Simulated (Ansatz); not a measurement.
Consider the hydrogenolysis of a Ge–C bond: `C[SiH2][GeH2][CH3]` + H₂ → `C[SiH2][GeH3]` + CH₄.

Isolated molecules relaxed with PBE0-D4/def2-TZVP in Ansatz; ΔE leaves out vibrations. CBS: MP2 limit from def2 TZ/QZ plus the TZ coupled-cluster correction, frozen cores. This one scheme is used for every species. DFT in def2-TZVPP. B3LYP here is the variant with VWN-RPA as its local correlation; programs differ in this. For Ge outer-core shells are correlated without core-valence functions, which leaves a few kJ/mol of doubt a bond. Scalar relativity is left out up to krypton. One conformer a species, not always the lowest.

(1) Is it downhill or uphill in electronic energy at CCSD(T)/CBS, and by how much? (An estimate is asked.)

(2) What do these levels give: r2SCAN-D4, B3LYP-D4, ωB97X-V, ωB97M-V, PBE0, HF/def2-QZVPP? (Best estimate.)

Largest T1 diagnostic among the species: 0.011.

Results:

(1) Ansatz gave: Downhill: ΔE = -39.6 kJ/mol.

(2) The calculation gave: r2SCAN-D4 -43.2, B3LYP-D4 -45.2, ωB97X-V -44.4, ωB97M-V -43.4, PBE0 -48.7, HF/def2-QZVPP -64.6 kJ/mol.

The D4 term adds +8.7 kJ/mol with B3LYP and +5.0 kJ/mol with PBE0; it sums over pairs of atoms, weighted by their polarisabilities, and B3LYP, whose exchange is more repulsive, gets the larger term. In def2-TZVPP, CCSD(T) changes the Hartree–Fock value by +23.6 kJ/mol (the triples alone add +4.2 kJ/mol) and MP2 by +29.8 kJ/mol.
